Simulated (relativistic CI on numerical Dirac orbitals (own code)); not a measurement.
# Pt²⁺: sensitivity of the levels to the model

Base calculation: Dirac-Coulomb-Breit CI, orbitals from a KLI potential per configuration, QED by a radiative potential, valence Slater integrals scaled by 0.85, P86 correlation energy added to each configuration.

Configuration list (outside the closed core [Xe] 4f14): 5d8, 5d7.6s, 5d7.6p, 5d7.5f, 5d6.6s.6p, 5d7.7s, 5d7.6d, 5d7.7p, 5d7.8s, 5d7.7d, 5d7.8p, 5d7.6f, 5d7.5g, 5d7.8d, 5d7.7f, 5d6.5f.6s, 5d6.6s2, 5d5.6s2.6p, 5d5.5f.6s2, 5d5.6s2.7s, 5d5.6s2.6d, 5d5.6s2.7p, 5d6.6s.7s, 5d5.6s.6p.7s, 5d5.5f.6s.7s, 5d5.6s.7s2, 5d5.6s.6d.7s, 5d5.6s.7s.7p. Double excitations out of closed p, d and f shells are left out; levels of such configurations are missing from the list, as are those of other unlisted configurations, and high levels can miss mixing partners.

Variants: (1) valence Slater integrals scaled by 0.75; (2) self-excluded LDA correlation estimate; (3) Breit term removed; (4) configuration mixing switched off. Shifts of the energy above 5d8 3F_4, in cm⁻¹, for the lowest level and the first level of each name with at least 55 % of one term (blank where a level changes its place among those of its configuration and J or its character, or is not in the variant):

```
      Level     Base     Δ(1)   Δ(2)    Δ(3)     Δ(4)  Measured
   5d8 3F_4      0.0      0.0    0.0     0.0      0.0       0.0
   5d8 3F_3   8876.2    +54.3   +1.2  +241.8   +214.7    9751.7
   5d8 3P_0  15693.0  -1146.1   +6.2  +113.8  +2238.7   14939.0
   5d8 3P_1  17172.0   -643.0   +6.8  +226.0  +2889.2   16781.6
   5d8 1G_4  21338.5  -1342.5   +1.6  +236.8  +1123.9   21330.8
5d7.6s 5F_5  25356.5  +1261.0  +32.3  -233.1  -1080.3   21836.7
5d7.6s 5F_4  31243.8  +1061.9  +33.7  -106.3  -1062.6          
5d7.6s 5F_3  35361.7  +1014.3  +32.7   -22.5  -1071.6          
5d7.6s 5F_2  37188.4   +656.8  +33.4   -31.8  -1233.6          
5d7.6s 5F_1  38238.2   +562.8  +33.7   -34.6  -1141.6          
5d7.6s 5P_2  40780.4   -419.1  +35.4  -174.9  -2082.2          
5d7.6s 3F_4  40888.6   -162.6  +45.2  -118.5   -534.6          
5d7.6s 5P_3  41235.6    +76.1  +35.2   -99.4   -936.2          
5d7.6s 5P_1  45191.2   -299.6  +35.3   -37.1  -1898.3
```

For a near-neutral ion this model can misplace configurations by up to about 10,000 cm⁻¹ (more where the count of f electrons changes) and terms by 10 to 25 % of their spread. Rates follow the energies as ν³ (E1, M1) or ν⁵ (E2), so they and the lifetimes can be off by large factors. The fine structure of a lone outer electron comes out too small, for d and f at times inverted, and misplaced configurations move strength between like terms. 5 of the 7 excited levels that our extract of the measured tables holds in this range could be paired (the sources list more); they are missed by 1109 cm⁻¹ on average and 3520 at most, and levels without a partner can miss by more. Some levels of the ground configuration have no partner and can miss by 10 % or more.

Measured levels: NIST levels as listed in McCann et al., Mon. Not. R. Astron. Soc. 538, 537 (2025).

Ionisation energy from the two ground configurations alone: base 30.35 eV; valence Slater integrals scaled by 0.75 30.45 eV; self-excluded LDA correlation estimate 30.6 eV; Breit term removed 30.33 eV. The NIST ASD value (theoretical) is 29 eV. The gap of more than 2 % comes from missing correlation, or from a tabulated value that is itself an estimate.

LS names give the leading component of a level, which can be under half, so a name can repeat, a term be missing and a line seem to break the LS rules.
